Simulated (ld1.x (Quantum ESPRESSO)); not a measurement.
## What one change does to a pseudopotential (nitrogen, PAW)

```json
{
  "Element": "nitrogen (N)",
  "Generator": "ld1.x (Quantum ESPRESSO) 7.5",
  "Type": "PAW",
  "Functional": "PBE",
  "Relativity": "scalar-relativistic",
  "Frozen core": "[He]",
  "Valence charge": "5",
  "Reference configuration": "2s2 2p3",
  "Partial waves": "2s (bound): rcut 0.55, rcutus 0.70 bohr; 2s channel at 0.65 Ry: rcut 0.55, rcutus 0.70 bohr; 2p (bound): rcut 1.55, rcutus 2.00 bohr; 2p channel at 0.4 Ry: rcut 1.55, rcutus 2.00 bohr; 3d channel at -0.15 Ry: rcut 1.70, rcutus 2.10 bohr; 3d channel at 1.75 Ry: rcut 1.70, rcutus 2.10 bohr",
  "Local potential": "all-electron potential smoothed inside 1.15 bohr (lloc = -1)",
  "Core correction": "a·sin(br)/r model core, default radius (ld1.x builds one for every PAW set, though the input has nlcc=.false.)",
  "Augmentation charge": "PSQ, inside the norm-conserving radii"
}
```

All-electron outer shells of the reference configuration (PBE, scalar-relativistic, ld1.x):

```tsv
shell	level (eV)	outermost node (bohr)	outermost maximum (bohr)
1s	-384.72	–	0.15
2s	-18.58	0.32	1.02
2p	-7.09	–	0.98
```

Change: core correction a·sin(br)/r model core inside 0.36 bohr.

Cutoffs: the cutoffs (Ry, on a coarse ladder) from which the occupation-weighted sum of valence levels, in a spherical-Bessel basis at the reference potential, stays within 10 and 1 mRy of its value at 400 Ry; they do not see the model core or the augmentation charge, which bear on the density cutoff. Errors are all-electron minus pseudo energies relative to the spin-unpolarised reference configuration.

Question: How do hardness, ghosts and transferability respond?

Answer: The potential gets neither clearly harder nor softer (80 Ry and 90 Ry → 80 Ry and 90 Ry); both files keep a bound ghost (s); of the 7 tests that both files solve, the error grows in 7 and shrinks in 0 by more than 15 % and 0.3 meV (median size 49.9 → 85.4 meV). The default core radius of the base comes out at 0.41 bohr. A model core, the more so a compact one, raises the density cutoff, which this test does not measure.

```csv
quantity,base,changed
"cutoff, loose",80 Ry,80 Ry
"cutoff, tight",90 Ry,90 Ry
bound ghosts,s,s
"error for 2s2 2p2, meV [ΔE 13.59 eV]",-68,-85
"error for 2s2 2p1, meV [ΔE 42.45 eV]",-178,-236
"error for 2s2 2p0, meV [ΔE 89.53 eV]",-50,-92
"error for 2s0 2p5, meV [ΔE 23.04 eV]",-2.0,-2.5
"error for 2s1 2p3, meV [ΔE 25.37 eV]",-50,-68
"error for 2s1 2p0, meV [ΔE 167.35 eV]",-53,-103
"error for 2s2 2p3.3, meV [ΔE -1.62 eV]",-4.5,-5.5
s: phases at 2.31 bohr within 0.05 rad from the reference energy up to (Ry; the scan ends near 5),to the end of the scan,to the end of the scan
p: phases at 2.31 bohr within 0.05 rad from the reference energy up to (Ry; the scan ends near 5),2.1,2.1
d: phases at 2.31 bohr within 0.05 rad from the reference energy up to (Ry; the scan ends near 5),to the end of the scan,to the end of the scan
lowest overlap eigenvalue by channel,"s 0.79, p 0.82, d 0.57","s 0.79, p 0.82, d 0.57"
```

 A true bound ghost makes a file unfit for plane-wave use even where its test errors are small: the radial tests pick states by their node count and pass the ghost by.
